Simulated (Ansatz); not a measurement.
Two isomers of CH4O2Si: A = `C1O[SiH2]O1`, B = `O=CO[SiH3]`.

Calculated with Ansatz (gas phase, PBE0-D4/def2-TZVP geometries, no zero-point term in ΔE). CBS: MP2 limit from def2 TZ/QZ plus the TZ coupled-cluster correction, frozen cores. DFT in def2-TZVPP. B3LYP here is the variant with VWN-RPA as its local correlation; programs differ in this. One conformer a species, not always the lowest.

A:

```xyz
8

C    -0.6689    0.3576    0.7871
O     0.6711    0.7551    0.4857
Si    0.6484   -0.3467   -0.7630
O    -0.8988   -0.6334   -0.2176
H    -0.7334   -0.0772    1.7895
H    -1.3620    1.1975    0.6760
H     0.7498    0.2290   -2.1260
H     1.5938   -1.4819   -0.6316
```

B:

```xyz
8

O    -0.820    0.912    1.399
C    -0.986   -0.230    1.080
O    -0.364   -0.822    0.065
Si    0.736    0.107   -0.836
H    -1.670   -0.923    1.590
H     1.220   -0.852   -1.852
H     0.038    1.244   -1.475
H     1.846    0.563    0.029
```

Question: Which isomer does CCSD(T)/CBS put lower? Give the gap. (Best estimate.)

Answer: The calculation gave: A, by 14.5 kJ/mol.

Question: Give E(B) − E(A) in kJ/mol with CCSD(T)/def2-TZVPP, B3LYP, PBE-D4, CCSD/def2-TZVPP, MP2/def2-TZVPP, B3LYP-D4, LDA (SPW92). (Estimate.)

Answer: Computed: CCSD(T)/def2-TZVPP 9.7, B3LYP -4.5, PBE-D4 -2.9, CCSD/def2-TZVPP 13.1, MP2/def2-TZVPP 14.8, B3LYP-D4 -4.1, LDA (SPW92) 12.6. The order is the other way round with B3LYP, PBE-D4, B3LYP-D4.

Question: Does the order hold for the free energy at 298.15 K (harmonic terms from PBE0-D4)? (Best estimate.)

Answer: Ansatz gave: No: G(B) − G(A) = -2.4 kJ/mol, for one conformer each.

Largest T1 diagnostic: 0.016.

At CCSD(T), def2-SVP lies −49.4 kJ/mol from the extrapolated value and def2-TZVPP −4.8 kJ/mol. In def2-TZVPP, CCSD(T) changes the Hartree–Fock value by +8.9 kJ/mol (the triples alone add −3.4 kJ/mol) and MP2 by +14.0 kJ/mol.
